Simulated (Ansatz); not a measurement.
Ansatz (a program for electronic structure) input (BLYP/LANL2DZ): The .json file is the Basis Set Exchange's LANL2DZ.

Ansatz 0.2 input:
```yaml
crystal:
  periodic: [false, false, false]
  atoms:
    - {symbol: Zn, position_ang: [-0.00000000, -0.00000000, -1.53611285]}
    - {symbol: I, position_ang: [0.00000000, 0.00000000, 0.86949784]}
basis:
  gaussian:
    orbitals: LANL2DZ.json
hamiltonian:
  xc: {name: BLYP}
total_charge: 1
output: {forces: true}
```

### Question
Predict the final energy.

### Answer
-76.98170 Eh.
